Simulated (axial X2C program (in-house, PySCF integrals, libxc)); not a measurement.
**What spin–orbit coupling does to InGe**

All values were computed with an axial X2C code built on PySCF integrals. Spin-free means the one-electron spin-free X2C Hamiltonian; two-component (2c) means X2C with spin–orbit coupling and atomic mean-field two-electron Coulomb and Gaunt terms, so the difference of the two also holds small scalar two-electron terms. Basis: In dyall-cv3z [11s12p9d4f1g], Ge dyall-cv3z [9s9p7d4f1g] (cores contracted in-house); Gaussian nuclei, density fitting, unrestricted open shells. Masses: In 114.904 u, Ge 73.921 u.

Spin-free state: M_S = 3/2, Λ = 0 (beyond evenly filled blocks: σα, π+α, π-α); fragments In + Ge.

```
  level  Re (Å)  ωe (cm⁻¹)  De (eV)  μ (D)
   PBE0   2.655      180.5    2.237  -1.84
     HF   2.740      165.8    1.389  -2.78
    MP2   2.685      181.7    2.024    n/a
   CCSD   2.698      178.1    1.931    n/a
CCSD(T)   2.694      179.7    2.035    n/a
   PW91   2.675      172.7    2.378  -1.60
```

Correlated methods: 7 electrons correlated (number of frozen shells: In 4 s, 3 p, 2 d; Ge 3 s, 2 p, 1 d), 297 virtual spin orbitals or spinors in MP2, 90 natural virtuals in coupled cluster.

Dipoles are positive if Ge is the positive end.

Two-component determinant lowest at the distance of the search:

Ω = 3/2 (⟨Sz⟩ = 1.49, ⟨Lz⟩ = 0.01 at HF); fragments In + Ge.

```tsv
level	Re (Å)	ωe (cm⁻¹)	μ (D)
PBE0	2.655	180.2	-1.84
HF	2.741	165.3	-2.78
MP2	2.687	181.2	n/a
CCSD	2.700	177.7	n/a
CCSD(T)	2.695	179.4	n/a
PW91	2.676	172.4	-1.59
```

(1) From the two tables, how do the constants change at the CCSD(T) level (2c against spin-free)?

The state is one determinant whose occupation by symmetry is held fixed; it was picked as the lowest of a PBE0 search that is not exhaustive. Dissociation energies refer to the lowest single-determinant-based atoms at the same level and basis. De is not given where an atomic determinant may have missed its ground term or J level, or where the truncated virtual space spoils (T). Density functionals use the spin component along the axis (collinear). Coupled cluster ran in a truncated set of natural virtual spinors; the MP2 energy of the rest was added. (T) has no such correction and the atoms are truncated less, which lowers De at CCSD(T) by a hundredth of an eV or more. PBE0 can misorder states that lie within some tenths of an eV, so this need not be the ground state of the molecule. The nearest other spin-free determinant of the search, M_S = 1/2, Λ = 0, lies 0.37 eV up at the distance of the search. The functionals have no current-density term, which raises determinants with orbital currents, atoms included. With several unpaired electrons one determinant need not be a pure state. This is the top spin component of a Σ state; components of lower Ω are not single determinants and can lie lower. With the outer-core shells frozen, correlated bond lengths of heavy atoms tend to come out a few hundredths of an ångström too long.

## Answers

(1) At the CCSD(T) level Re rises by 0.001 Å and ωe drops by 0.3 cm⁻¹.
